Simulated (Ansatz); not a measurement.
Ansatz results at the PBE0-D4/def2-TZVP geometry: HOMO energy (PBE0/def2-TZVPP) -7.45 eV; HOMO energy (B3LYP/def2-TZVPP) -7.20 eV; LUMO energy (ωB97M-V/def2-TZVPP) 1.08 eV.

Each molecule was computed in one conformer, which needn't be the lowest.

(1) Which molecule gave them?
A. `[OH][SbH][SiH3]`
B. `[CH3][Zn][PH2]`
C. `[NH2][Al]([OH])[SiH3]`
D. `C[Si@H]1S[C@H]1F`

Answers

(1) C. The others give `[OH][SbH][SiH3]`: -7.04, -6.86, 0.38; `C[Si@H]1S[C@H]1F`: -7.29, -7.04, 1.64; `[CH3][Zn][PH2]`: -6.79, -6.56, 0.97.

B3LYP here is the variant with VWN-RPA as its local correlation; programs differ in this.
